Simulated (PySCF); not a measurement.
## The second ionisation energy along the 5d series

Calculated with PySCF 2.14 from differences of total energies of unrestricted determinants, without spin-orbit coupling. Values in eV. The last column holds reference values (NIST; (s) semi-empirical, (t) theoretical, else measured). Unmarked ones compare directly (S terms, centres of terms, or small fine structure); those marked * lie between the lowest fine-structure levels and include a spin-orbit shift.

```json
{"element": "Ta (cc-pVTZ-PP with ECP60MDF, ECP)", "configurations": "[Xe] 4f14 5d3 6s1 → [Xe] 4f14 5d3", "UHF": "14.190", "MP2 (valence)": "14.555", "SCS-MP2 (valence)": "14.311", "reference": "16.2 ± 0.5 (s) *"}
{"element": "W (cc-pVTZ-PP with ECP60MDF, ECP)", "configurations": "[Xe] 4f14 5d4 6s1 → [Xe] 4f14 5d4", "UHF": "14.993", "MP2 (valence)": "15.487", "SCS-MP2 (valence)": "15.158", "reference": "16.37 ± 0.15 (s) *"}
{"element": "Os (cc-pVTZ-PP with ECP60MDF, ECP)", "configurations": "[Xe] 4f14 5d6 6s1 → [Xe] 4f14 5d6", "UHF": "16.018", "MP2 (valence)": "16.854", "SCS-MP2 (valence)": "16.488", "reference": "17 ± 1 (s) *"}
{"element": "Pt (cc-pVTZ-PP with ECP60MDF, ECP)", "configurations": "[Xe] 4f14 5d9 → [Xe] 4f14 5d8", "UHF": "16.872", "MP2 (valence)": "18.671", "SCS-MP2 (valence)": "18.558", "reference": "18.56 ± 0.12 *"}
{"element": "Hg (cc-pVTZ-PP with ECP60MDF, ECP)", "configurations": "[Xe] 4f14 5d10 6s1 → [Xe] 4f14 5d10", "UHF": "17.099", "MP2 (valence)": "18.595", "SCS-MP2 (valence)": "18.384", "reference": "18.757"}
```

"Valence" correlates the outer s and p shells and, in groups 3 to 12 and the f block, the outer d or f shell, open or full, or the next shell where the ion has no valence electron left; the wider scheme adds the next inner shell.
